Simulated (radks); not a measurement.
The rubidium ion Rb15+, 22 electrons, occupied as [Ar] 3d4. Calculated with a radial shooting solver on a logarithmic mesh with Libxc functionals: scalar-relativistic Kohn-Sham, PBE, spin-unpolarised, spherical densities, point nucleus. Some entries of the table are withheld. Estimate them.

orbital  occ.  eigenvalue (hartree)  <r^2> (bohr^2)  r(max) (bohr)
1s          2                   (1)        0.002188            (2)
2s          2             -91.30972         0.03701         0.1494
2p          6                   (3)         0.02918            (4)
3s          2             -26.16994             (5)         0.4344
3p          6             -23.46256          0.2584         0.4251
3d          4             -19.21991             (6)         0.3585

Answer. 
(1) 1s eigenvalue (hartree): -570.0183
(2) 1s r(max) (bohr): 0.02629
(3) 2p eigenvalue (hartree): -82.98238
(4) 2p r(max) (bohr): 0.1195
(5) 3s <r^2> (bohr^2): 0.2586
(6) 3d <r^2> (bohr^2): 0.2291
